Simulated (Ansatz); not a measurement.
`[F][Ti]12345678([F])([C@H]9[C@@H]1[C@@H]2[C@@H]3[C@H]94)[C@H]1[C@@H]5[C@@H]6[C@@H]7[C@H]18` at its PBE0-D4/def2-TZVP geometry, where that method's forces vanish. Charge 0, multiplicity 1.

```tsv
atom	x (Å)	y (Å)	z (Å)
F1	-1.776	-1.116	0.885
Ti2	-0.473	0.060	0.404
F3	-0.962	1.463	1.454
C4	-1.845	-0.122	-1.575
C5	-0.512	-0.400	-1.929
C6	0.237	0.791	-1.755
C7	-0.627	1.777	-1.260
C8	-1.916	1.209	-1.141
C9	1.628	-1.045	0.156
C10	0.876	-1.809	1.058
C11	0.664	-1.033	2.220
C12	1.299	0.203	2.037
C13	1.874	0.218	0.753
H14	-2.648	-0.841	-1.535
H15	-0.135	-1.347	-2.285
H16	1.290	0.913	-1.957
H17	-0.349	2.775	-0.959
H18	-2.782	1.694	-0.718
H19	1.954	-1.358	-0.823
H20	0.469	-2.792	0.875
H21	0.056	-1.317	3.065
H22	1.258	1.040	2.717
H23	2.419	1.039	0.312
```

(1) For each bond, give half the difference of the two atoms' forces along it (eV/Å; positive pushes the atoms apart) under PBE-D4, r2SCAN-D4, B3LYP-D4, ωB97M-V in def2-TZVPP. (Best estimate.)

## Answers

(1) Computed: 
```tsv
bond	length (Å)	PBE-D4	r2SCAN-D4	B3LYP-D4	ωB97M-V
Ti2–F3	1.819	0.27	0.07	0.18	0.16
Ti2–C4	2.415	0.11	0.09	0.11	0.02
Ti2–C5	2.378	0.07	0.10	0.09	-0.07
Ti2–C8	2.406	0.13	0.08	0.11	0.03
Ti2–C10	2.396	0.09	0.09	0.10	-0.02
Ti2–C13	2.378	0.07	0.10	0.09	-0.07
C4–C5	1.407	0.17	0.12	0.14	0.08
C5–C6	1.418	0.17	0.14	0.16	0.11
C6–C7	1.402	0.21	0.14	0.13	0.05
C6–H16	1.079	-0.04	-0.11	-0.17	-0.10
C9–C10	1.402	0.21	0.14	0.13	0.05
C9–H19	1.079	-0.04	-0.11	-0.17	-0.10
C11–C12	1.402	0.21	0.13	0.15	0.07
C13–H23	1.079	-0.04	-0.11	-0.17	-0.11
```

B3LYP here is the variant with VWN-RPA as its local correlation; programs differ in this.
